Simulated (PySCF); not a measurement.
F⁺ (fluorine, charge +1) across methods

[He] 2s1 2p5, high-spin 3P determinant (an excited configuration). All numbers are calculated (PySCF 2.14, no relativity, point nucleus, in aug-cc-pV5Z (7s6p5d4f3g2h, 127 functions)).

```csv
method,E (hartree),mean ε 2s α (eV),mean ε 2p α (eV),mean ε 2p β (eV),Σ⟨r²⟩ (bohr²),⟨S²⟩
r2SCAN,-98.3720,-51.492,-31.101,-26.638,7.353,2.004
PBE,-98.3407,-49.257,-30.100,-26.325,7.434,2.002
BHandHLYP,-98.3718,-57.771,-35.893,-30.296,7.373,2.004
UHF,-98.04340,-66.020,-41.212,-32.802,7.346,2.009
PBE0,-98.3252,-53.614,-33.040,-28.292,7.383,2.003
PW91,-98.4041,-49.301,-30.200,-26.442,7.427,2.002
HSE06,-98.3361,-53.154,-32.601,-27.897,7.384,2.003
```

(1) Estimate the same row for LDA.

Results:

(1) E (hartree) = -97.7780; mean ε 2s α (eV) = -48.870; mean ε 2p α (eV) = -30.190; mean ε 2p β (eV) = -26.352; Σ⟨r²⟩ (bohr²) = 7.462; ⟨S²⟩ = 2.003.
